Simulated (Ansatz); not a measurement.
Cost and result for the atomization energy of H₄O₂SiZn, SMILES `O[SiH2][O][ZnH]` (8 atoms, 7 bonds).

The species carries charge 0 and has multiplicity 1. For Zn the d shell is correlated and the shells below it are frozen. Scalar relativity is left out up to krypton. The geometry is a stationary point of PBE0-D4/def2-TZVP. It is one conformer, not always the lowest. Program: Ansatz. All runs use 4 threads of an Intel Xeon 6975P-C on a shared host. Times are those of one run each, without the atoms' runs, and a repeat can differ threefold. Electronic energies, without spin–orbit coupling; frozen cores. CCSD(T)/CBS adds CCSD(T) − MP2 in def2-TZVPP to the MP2 limit, and its time is that of the two runs behind it. T1 = 0.015. With those shells the extrapolation isn't a true limit. B3LYP takes the VWN-RPA correlation (the form of Gaussian; ORCA's B3LYP/G). HSE06 is the plane-wave form, built on full-range PBE exchange.

CCSD(T)/CBS is a level of theory with its own doubt, some kJ/mol a heavy atom from the limit and from the frozen cores, so smaller differences don't rank the functionals.

```json
{"level": "PBE-D4/def2-TZVPP (with forces)", "functions": "224", "wall time": "1.1 s", "atomization (kcal/mol)": "615.0", "difference from CCSD(T)/CBS": "-6.0", "per bond": "-0.9"}
{"level": "HSE06-D4/def2-TZVPP", "functions": "224", "wall time": "1.4 s", "atomization (kcal/mol)": "604.6", "difference from CCSD(T)/CBS": "-16.4", "per bond": "-2.3"}
{"level": "CCSD(T)/def2-SVP", "functions": "97", "wall time": "1.6 s", "atomization (kcal/mol)": "565.8", "difference from CCSD(T)/CBS": "-55.2", "per bond": "-7.9"}
{"level": "r2SCAN-D4/def2-TZVPP (with forces)", "functions": "224", "wall time": "1.9 s", "atomization (kcal/mol)": "619.8", "difference from CCSD(T)/CBS": "-1.2", "per bond": "-0.2"}
{"level": "B3LYP-D4/def2-TZVPP (with forces)", "functions": "224", "wall time": "2 s", "atomization (kcal/mol)": "609.1", "difference from CCSD(T)/CBS": "-11.9", "per bond": "-1.7"}
{"level": "B2PLYP/def2-TZVPP", "functions": "224", "wall time": "2.2 s", "atomization (kcal/mol)": "608.1", "difference from CCSD(T)/CBS": "-12.9", "per bond": "-1.8"}
{"level": "PBE-QIDH/def2-TZVPP", "functions": "224", "wall time": "2.3 s", "atomization (kcal/mol)": "608.4", "difference from CCSD(T)/CBS": "-12.6", "per bond": "-1.8"}
{"level": "B97M-V/def2-TZVPP", "functions": "224", "wall time": "3 s", "atomization (kcal/mol)": "615.4", "difference from CCSD(T)/CBS": "-5.6", "per bond": "-0.8"}
{"level": "ωB97X-V/def2-TZVPP", "functions": "224", "wall time": "3 s", "atomization (kcal/mol)": "621.2", "difference from CCSD(T)/CBS": "0.2", "per bond": "0.0"}
{"level": "ωB97M-V/def2-TZVPP (with forces)", "functions": "224", "wall time": "4.2 s", "atomization (kcal/mol)": "618.1", "difference from CCSD(T)/CBS": "-2.9", "per bond": "-0.4"}
{"level": "MP2/def2-QZVPP", "functions": "404", "wall time": "8.5 s", "atomization (kcal/mol)": "630.3", "difference from CCSD(T)/CBS": "9.3", "per bond": "1.3"}
{"level": "CCSD(T)/def2-TZVPP", "functions": "224", "wall time": "23 s", "atomization (kcal/mol)": "601.9", "difference from CCSD(T)/CBS": "-19.1", "per bond": "-2.7"}
{"level": "CCSD(T)/CBS(def2)", "functions": "–", "wall time": "32 s", "atomization (kcal/mol)": "621.0", "difference from CCSD(T)/CBS": "0.0", "per bond": "0.0"}
```

From BLYP to BHLYP (50 % exact exchange), in def2-TZVPP and without D4, the atomization energy moves by −12.3 kcal/mol: exact exchange takes away binding that semilocal exchange gives to molecules. Leaving LDA and LC-ωPBE aside and taking each functional with its dispersion term where it has one, the values, not all of them listed here, spread over 29.0 kcal/mol, from BHLYP-D4 to ωB97X-V. LDA lies +91.8 kcal/mol from PBE without D4, its usual overbinding. In def2-TZVPP, CCSD(T) changes the Hartree–Fock value by +162.7 kcal/mol (the triples alone add +8.8 kcal/mol) and MP2 by +179.1 kcal/mol; breaking electron pairs costs correlation energy, which Hartree–Fock lacks.
